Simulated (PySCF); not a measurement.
[MnF4]2- holds Mn(II), d5, at total charge -2. The structure is a model geometry with rigid ligands and bond lengths from ionic radii, not a minimum; coordination tetrahedral, point group Td, metal–donor distances 2.01 Å.

Method (PySCF 2.14, density fitting): CASSCF(5,5) with orbitals averaged over all microstates of the shell, strongly contracted NEVPT2 on the averaged canonical orbitals; basis x2c-TZVPall on the metal, x2c-SVPall elsewhere; spin-free X2C; IEF-PCM water; spin-orbit coupling by state interaction with the mean-field operator over all roots.

CASSCF energies above the lowest CASSCF root:

```json
{"state": "6A1", "CASSCF / cm⁻¹": "0"}
{"state": "4T1", "CASSCF / cm⁻¹": "28841"}
{"state": "4T2", "CASSCF / cm⁻¹": "30067"}
{"state": "4A1", "CASSCF / cm⁻¹": "30364"}
{"state": "4E", "CASSCF / cm⁻¹": "30572"}
{"state": "4T1", "CASSCF / cm⁻¹": "36746"}
{"state": "4T2", "CASSCF / cm⁻¹": "37236"}
{"state": "4E", "CASSCF / cm⁻¹": "38036"}
{"state": "2T2", "CASSCF / cm⁻¹": "41132"}
{"state": "2A2", "CASSCF / cm⁻¹": "42027"}
{"state": "2T1", "CASSCF / cm⁻¹": "42286"}
{"state": "2T2", "CASSCF / cm⁻¹": "42822"}
{"state": "2E", "CASSCF / cm⁻¹": "43147"}
{"state": "2A1", "CASSCF / cm⁻¹": "43343"}
{"state": "2T2", "CASSCF / cm⁻¹": "46888"}
{"state": "2E", "CASSCF / cm⁻¹": "48608"}
{"state": "2T1", "CASSCF / cm⁻¹": "50022"}
{"state": "2A2", "CASSCF / cm⁻¹": "50967"}
{"state": "4T1", "CASSCF / cm⁻¹": "51165"}
{"state": "4A2", "CASSCF / cm⁻¹": "51215"}
{"state": "2T2", "CASSCF / cm⁻¹": "51366"}
{"state": "4T2", "CASSCF / cm⁻¹": "51833"}
```

Question: How does dynamic correlation (SC-NEVPT2) move these states?

Answer: 
| state | NEVPT2 / cm⁻¹ | shift / cm⁻¹ |
| --- | --- | --- |
| 6A1 | 0 | 0 |
| 4T1 | 25445 | -3396 |
| 4T2 | 27277 | -2790 |
| 4A1 | 27749 | -2615 |
| 4E | 27896 | -2676 |
| 4T1 | 32921 | -3825 |
| 4T2 | 32534 | -4702 |
| 4E | 33511 | -4525 |
| 2T2 | 36916 | -4216 |
| 2A2 | 38328 | -3698 |
| 2T1 | 38820 | -3466 |
| 2T2 | 39477 | -3345 |
| 2E | 39971 | -3176 |
| 2A1 | 40401 | -2941 |
| 2T2 | 41213 | -5676 |
| 2E | 42476 | -6132 |
| 2T1 | 44286 | -5737 |
| 2A2 | 45567 | -5400 |
| 4T1 | 45083 | -6082 |
| 4A2 | 45150 | -6065 |
| 2T2 | 45711 | -5655 |
| 4T2 | 46016 | -5818 |

Gaps between spin states lean to high spin in this active space.
